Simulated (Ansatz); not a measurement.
Relaxation of Cl₃H₆NOSiTi (13 atoms, charge 0, multiplicity 1), to a largest force component of 0.03 eV/Å in at most 50 steps.

Level of theory: RKS PBE/def2-SVP (Ansatz 0.2.0).

```xyz
13
Properties=species:S:1:pos:R:3:forces:R:3
Ti -0.283 0.241 -0.060 0.01 -0.49 1.66
O -0.523 -0.018 1.776 0.13 0.27 -1.48
H -1.181 0.531 2.249 0.03 -0.03 -0.02
Cl 1.692 1.037 -0.586 0.00 0.00 0.01
Cl -1.728 1.818 -0.523 0.01 0.00 0.00
Cl -0.885 -1.513 -1.243 0.00 0.01 0.00
N 1.490 -2.125 1.285 -0.58 0.50 0.26
H 1.044 -2.915 0.812 0.01 0.01 0.00
Si 3.229 -2.013 1.458 0.03 0.00 0.01
H 3.873 -3.331 1.826 -0.01 0.03 0.01
H 3.887 -1.546 0.185 -0.02 -0.02 0.02
H 3.491 -1.017 2.553 -0.01 -0.01 -0.03
H 0.865 -1.724 2.013 0.40 -0.28 -0.42
```

Where does it end, and by what steps?

The run converged. After 10 steps the energy has fallen by 0.484 eV; Ti1 moved furthest, 0.53 Å. Joined: Ti1–N7 (3.25 → 2.35 Å).

| step | energy less start (eV) | largest force component (eV/Å) | accepted |
| --- | --- | --- | --- |
| 0 | 0.0000 | 1.657 | yes |
| 1 | -0.1857 | 0.853 | yes |
| 2 | -0.3465 | 0.787 | yes |
| 3 | -0.3836 | 0.972 | yes |
| 4 | -0.4553 | 0.151 | yes |
| 5 | -0.4520 | 0.258 | no |
| 6 | -0.4711 | 0.091 | yes |
| 7 | -0.4784 | 0.065 | yes |
| 8 | -0.4816 | 0.097 | yes |
| 9 | -0.4710 | 0.340 | no |
| 10 | -0.4839 | 0.030 | yes |

```xyz
13
Properties=species:S:1:pos:R:3
Ti 0.025 -0.083 0.227
O -0.532 -0.123 1.945
H -1.209 0.534 2.202
Cl 1.979 0.917 -0.203
Cl -1.341 1.567 -0.394
Cl -0.737 -1.677 -1.156
N 1.284 -1.864 1.112
H 0.980 -2.661 0.533
Si 3.080 -1.804 1.316
H 3.538 -3.074 1.986
H 3.704 -1.711 -0.040
H 3.404 -0.639 2.198
H 0.800 -1.956 2.019
```

Whether the end is a true minimum wasn't checked by a vibrational analysis.

Time of the run: 34 s on 4 threads of Arm Neoverse V2 (shared host), peak memory 0.29 GiB.
